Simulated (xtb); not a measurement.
Input for xtb: GFN2-xTB on MgN, 2S+1 = 4, a spin state set in the input, which need not be the lowest, a point of a bond scan (R = 2.081 Å).

```
$ xtb mol.xyz --gfn 2 --sp --chrg 0 --uhf 3
2

N      0.00000000     0.00000000     0.00000000
Mg     0.00000000     0.00000000     2.08112900
```

Give the final energy of this run.

-3.2128 hartree.
